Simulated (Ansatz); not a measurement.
Reaction (redistribution): `C#CBCO` + `C[SiH2][SnH2][SH]` → `C#CB[SiH2]C` + `O[CH2][SnH2][SH]`

Program: Ansatz. Geometries: PBE0-D4/def2-TZVP. ΔE: electronic, gas phase. CCSD(T)/CBS adds triple-zeta CCSD(T) − MP2 to the extrapolated MP2 energy (def2 sets, frozen cores). Functionals use def2-TZVPP. def2 core potentials past Kr. For Sn outer-core shells are correlated without core-valence functions, which leaves a few kJ/mol of doubt a bond. Each species was taken in one conformer, which may not be the lowest.

```
             level  ΔE (kJ/mol)
         r2SCAN-D4         76.3
           PBE0-D4         79.8
           ωB97X-V         77.9
           ωB97M-V         80.8
               PBE         73.7
            r2SCAN         76.3
     HF/def2-QZVPP         86.8
SCS-MP2/def2-QZVPP         77.6
```

Task: What does CCSD(T)/CBS give? (Estimate.)

Result: Computed: +76.4 kJ/mol. The listed levels differ from it by -0.1, 3.4, 1.5, 4.4, -2.7, -0.1, 10.4, 1.2 kJ/mol.

Largest T1 diagnostic among the species: 0.014.

From PBE to PBE0 (25 % exact exchange), in def2-TZVPP and without D4, ΔE moves by +6.0 kJ/mol. In def2-TZVPP, CCSD(T) changes the Hartree–Fock value by −12.7 kJ/mol (the triples alone add −2.8 kJ/mol) and MP2 by −8.9 kJ/mol.
